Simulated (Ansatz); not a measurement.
## What each rung costs, and what it gives

Saddle point of CH₇Ge, doublet (GeH₃ + CH₄ → GeH₄ + CH₃; bonds formed: H1–Ge3; bonds broken: H1–C2), PBE0-D4/def2-TZVP structure:

H1  (-0.033, -0.048, 0.040)
C2  (-0.849, -1.185, 1.049)
Ge3  (0.731, 1.019, -0.903)
H4  (-0.529, -0.811, 2.013)
H5  (-1.866, -0.977, 0.741)
H6  (-0.388, -2.093, 0.683)
H7  (-0.297, 1.878, -1.660)
H8  (1.616, 1.937, -0.042)
H9  (1.615, 0.279, -1.921)
(Å)

Barriers are electronic and count from the start structure reached by relaxing down the imaginary mode. Spin–orbit coupling is left out.

Ansatz 0.2.0; basis: as named in each row; cores frozen in the correlated methods; orbitals are unrestricted. Filled d shells of the heavier atoms are correlated. The def2 sets are not built for correlating such inner shells, so the correlated values are less sure here. B3LYP uses VWN-RPA correlation. Extrapolation: Hartree–Fock as exp(−7.88 √X), correlation as X^−2.97.

Times are rough, for one single point on 4 threads of a shared host (Arm Neoverse V2).

The estimate by CCSD(T) at an estimated basis limit (MP2 extrapolated from triple and quadruple zeta, plus CCSD(T) − MP2 in triple zeta) is 116.5 kJ/mol.

```
      method       basis  time (s)  barrier (kJ/mol)  method less estimate
          HF      STO-3G   under 1              97.8                 -18.7
       SPW92    def2-SVP   under 1              91.0                 -25.4
      PBE-D4      STO-3G   under 1              66.8                 -49.6
    B3LYP-D4       6-31G   under 1             113.2                  -3.3
      PBE-D4    def2-SVP   under 1             101.3                 -15.1
       SPW92  def2-TZVPP   under 1              91.1                 -25.3
     PBE0-D4    def2-SVP   under 1             109.2                  -7.3
      PBE-D4  def2-TZVPP         1             102.0                 -14.5
     BLYP-D4  def2-TZVPP         1             101.6                 -14.8
     PBE0-D4  def2-TZVPP         2             109.0                  -7.5
    B3LYP-D4  def2-TZVPP         2             107.9                  -8.6
    BHLYP-D4  def2-TZVPP         2             113.4                  -3.1
CAM-B3LYP-D4  def2-TZVPP         2             111.6                  -4.8
      B2PLYP  def2-TZVPP         2             114.9                  -1.6
   r2SCAN-D4  def2-TZVPP         2             101.6                 -14.9
    PBE-QIDH  def2-TZVPP         2             117.4                   0.9
  RPA on PBE  def2-TZVPP         2             120.4                   3.9
     wB97M-V    def2-SVP         3             122.4                   5.9
  r2SCAN0-D4  def2-TZVPP         3             107.0                  -9.4
     CCSD(T)    def2-SVP         4             128.5                  12.0
     wB97X-V  def2-TZVPP         5             113.0                  -3.5
     wB97M-V  def2-TZVPP         5             121.9                   5.4
      B97M-V  def2-TZVPP         6             104.9                 -11.6
         MP2  def2-QZVPP         8             127.3                  10.9
     CCSD(T)  def2-TZVPP        73             117.6                   1.1
```

All methods are single points on the PBE0-D4 structures.

T1 diagnostic: at most 0.014. ⟨S²⟩ of the unrestricted Hartree–Fock references: 0.75 to 0.77 (a pure state has 0.75).

Radical steps of this kind take place in plasma deposition and etching.
